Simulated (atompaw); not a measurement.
# rhenium (Re): one change to a PAW (atompaw) potential, before and after

| Property | Result |
| --- | --- |
| Element | Re (Z = 75) |
| Generator | atompaw 4.2.0.5 |
| Type | PAW |
| Functional | LDA (PW92) |
| Relativity | scalar-relativistic |
| Frozen core | [Kr] 4d10 4f14 5s2 |
| Valence charge | 13 |
| Reference configuration | 5p6 5d5 6s2 6p0 |
| Partial waves | 6s (bound): rc 2.70 bohr; 6s channel at 2.05 Ry: rc 2.70 bohr; 5p (bound): rc 1.95 bohr; 6p (bound, empty): rc 2.05 bohr; 5d (bound): rc 2.70 bohr; 5d channel at 0.15 Ry: rc 2.70 bohr |
| Local potential | bessel scheme, radius 2.55 bohr |
| Core correction | smooth core density matched at 2.45 bohr |
| Augmentation charge | besselshape compensation charge, radius 2.05 bohr; PAW radius 2.70 bohr; waves and projectors: custom rrkj gramschmidtortho |

All-electron outer shells of the reference configuration (LDA (PW92), scalar-relativistic, ld1.x):

```
shell  level (eV)  outermost node (bohr)  outermost maximum (bohr)
   5s      -85.51                   0.52                      0.93
   5p      -47.21                   0.56                      1.06
   4f      -42.59                      –                      0.41
   6s       -6.15                   1.24                      2.54
   5d       -5.57                   0.62                      1.43
   6p       -1.43                   1.48                      3.61
```

Change: wave 5d (bound): rc 2.70 bohr becomes 5d (bound): rc 2.14 bohr.

Cutoffs: the cutoffs (Ry, on a coarse ladder) from which the occupation-weighted sum of valence levels, in a spherical-Bessel basis at the reference potential, stays within 10 and 1 mRy of its value at 400 Ry; they do not see the model core or the augmentation charge, which bear on the density cutoff.

Task: What does the change do?

Result: The potential gets harder (21 Ry and 40 Ry → 25 Ry and 40 Ry); neither file shows a bound ghost.

| quantity | base | changed |
| --- | --- | --- |
| cutoff, loose | 21 Ry | 25 Ry |
| cutoff, tight | 40 Ry | 40 Ry |
| loose cutoff by channel (10 mRy a level) | s 6 Ry, p 18 Ry, d 10 Ry | s 6 Ry, p 18 Ry, d 18 Ry |
| bound ghosts | none | none |
| s: phases at 2.71 bohr within 0.05 rad from the reference energy up to (Ry; the scan ends near 5) | 4.6 | 4.6 |
| p: phases at 2.71 bohr within 0.05 rad from the reference energy up to (Ry; the scan ends near 5) | to the end of the scan | to the end of the scan |
| d: phases at 2.71 bohr within 0.05 rad from the reference energy up to (Ry; the scan ends near 5) | to the end of the scan | to the end of the scan |
| lowest overlap eigenvalue by channel | s 0.58, p 0.09, d 0.61 | s 0.58, p 0.09, d 0.57 |

 The cutoffs see the waves, projectors and local potential, not the compensation charge or the core.
